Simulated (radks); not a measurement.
Results of a calculation; reference values are marked as such.
Ionisation of the oxygen ion O2+, [He] 2s2 2p2, to [He] 2s2 2p1 as the strength of local exchange is varied. Level of theory: Dirac Kohn-Sham, Slater X-alpha exchange (alpha = 2/3 is LDA exchange), no correlation, spin-unpolarised, spherical densities, point nucleus; open shells fill j = l - 1/2 first (a radial shooting solver on a logarithmic mesh with Libxc functionals).

alpha  E(O2+) (hartree)  exchange (hartree)  IE (eV)  -e of the level emptied (eV)  <r> of it (bohr)
0.667         -72.24977            -6.33043   52.313                41.733 (2p1/2)             1.006
0.827         -73.77928            -7.96225   56.027                45.254 (2p1/2)            0.9772
0.83          -73.80816            -7.99326   56.098                45.322 (2p1/2)            0.9767
0.956         -75.02839            -9.30975   59.116                48.197 (2p1/2)            0.9555
0.986         -75.32092            -9.62719   59.847                48.895 (2p1/2)            0.9506

NIST Atomic Spectra Database: 54.936 eV (semi-empirical). The Delta-SCF value meets it near alpha = 0.78. Spin polarisation and multiplet splitting are left out, so open shells lie too high by an amount that depends on their filling.

Beside tabulated values, note that spin-unpolarised runs miss the spin-polarisation part of the exchange energy of open shells.
